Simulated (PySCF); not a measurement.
A survey of $^{19}$F NMR shifts

Level of theory: σ from GIAO-PBE0/pcSseg-1, geometry from GFN2-xTB, in PySCF 2.14 (relativity neglected, rapidly exchanging positions averaged, no solvent, one computed conformer).

Shieldings were converted by a linear fit to measured shifts: $^{19}$F (scatter 6.0 ppm rms, 7.0 ppm with the 5 outliers that the fit left out vs CFCl3, solution or neat liquid, with a term for F on sp3 carbon). A few per cent of atoms miss by over 2 rms, more outside the fitted compound classes.

Question: Give the $^{19}$F shifts of `CC1=C(F)[C@@]1(C)F`.

Answer: 
```
                                        compound                    environment  δ (ppm)
[CH3:1][C:2]1=[C:3]([F:4])[C@@:5]1([CH3:6])[F:7]  F7: fluorine on an sp3 carbon   -114.4
[CH3:1][C:2]1=[C:3]([F:4])[C@@:5]1([CH3:6])[F:7]           F4: vinylic fluorine   -142.3
```

Question: Order these by $^{19}$F shift, lowest first.
A. CC#CP(NC)C(F)(F)F
B. COC/P=C(\C)F
C. C=C/C=C/C(F)F
D. CCCCF
E. C=C=C(C)C(F)F

Answer: D (-219.8 ppm, fluorine on an sp3 carbon), C (-122.8 ppm, fluorine of a CF2 group), E (-112.9 ppm, fluorine of a CF2 group), A (-67.7 ppm, fluorine of a CF3 group), B (-15.6 ppm, fluorine bonded to C).
